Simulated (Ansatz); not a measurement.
`O[SiH2][AsH2]` + H–F → `O[SiH2]F` + `[AsH3]` at 400 K and 1 bar (cleavage of the Si–As bond).

Program: Ansatz. Geometries: PBE0-D4/def2-TZVP. ΔE: electronic, gas phase. CCSD(T)/CBS adds triple-zeta CCSD(T) − MP2 to the extrapolated MP2 energy (def2 sets, frozen cores). This one scheme is used for every species. For As outer-core shells are correlated without core-valence functions, which leaves a few kJ/mol of doubt a bond. Scalar relativity is left out up to krypton. One conformer a species, not always the lowest.

```
        species  CCSD(T)/CBS energy (Eh)  H − E (kJ/mol)  S (J/(mol·K))
`O[SiH2][AsH2]`              -2602.30953           151.3          355.3
            H–F               -100.39570            36.5          182.2
     `O[SiH2]F`               -465.96250           110.6          296.9
       `[AsH3]`              -2236.79077            72.0          234.9
```

H − E and S are ideal-gas, rigid-rotor, harmonic terms from PBE0-D4/def2-TZVP, for one conformer and one mirror image of each species. 1 Eh = 2625.50 kJ/mol, R = 8.31446 J/(mol·K).

By hand: ΔE, ΔH, ΔS and ΔG.

ΔE = (-465.96250) + (-2236.79077) − (-2602.30953) − (-100.39570) = -0.04804 Eh = -126.1 kJ/mol. Δ(H − E) = 110.6 + 72.0 − 151.3 − 36.5 = -5.2, so ΔH = -131.3 kJ/mol. ΔS = 296.9 + 234.9 − 355.3 − 182.2 = -5.7 J/(mol·K). ΔG = -131.3 − 400 × (-5.7)/1000 = -129.0 kJ/mol.

By hand: the equilibrium constant, and the temperature at which ΔG would vanish if ΔH and ΔS stayed fixed.

log₁₀ K = −ΔG/(RT ln 10) = 16.8. ΔG = 0 at ΔH/ΔS = 23035 K, far beyond where these terms or the molecules hold.

The number of gas molecules stays the same, so ΔS is small and ΔH decides. A doubt of 5 kJ/mol in ΔE shifts log₁₀ K by 0.7 here. Other conformers and mirror images would add mixing entropy, several J/(mol·K) or more a flexible species. These are equilibria of isolated gas molecules and say nothing of rates. Largest T1 diagnostic: 0.011 (customary marks: 0.02 for closed shells, 0.045 for open ones).
